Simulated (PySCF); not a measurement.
GaCl4, SMILES [Cl][Ga-]([Cl])([Cl])[Cl], charge -1.

Coordinates come from a B3LYP-D3(BJ)/def2-SVPD optimisation. The isomer is the one that the SMILES or the coordinates give; other isomers of the formula were not compared.

Two levels are set side by side: PBE/def2-SVPD (PySCF) and r2SCAN/def2-SVPD (PySCF). Same geometry, gas phase. Differences are taken from unrounded values.

```tsv
quantity	r2SCAN
orbital gap (eV)	5.84
highest occupied level (eV)	-3.62
lowest empty level (eV)	2.21
mean polarisability (bohr³)	95.2
```

**Question.** What does PBE give, and how far is it from r2SCAN? (The exact figures need the calculation; the answer reports its results.)

**Answer.** 
```json
[
 {"quantity": "orbital gap (eV)", "PBE": "5.09", "PBE minus r2SCAN": "-0.75"},
 {"quantity": "highest occupied level (eV)", "PBE": "-3.27", "PBE minus r2SCAN": "0.36"},
 {"quantity": "lowest empty level (eV)", "PBE": "1.82", "PBE minus r2SCAN": "-0.39"},
 {"quantity": "mean polarisability (bohr³)", "PBE": "100.9", "PBE minus r2SCAN": "5.7"}
]
```

Rough cost on one machine, each run with all the roots and properties that it gave: r2SCAN against PBE about 3 times.
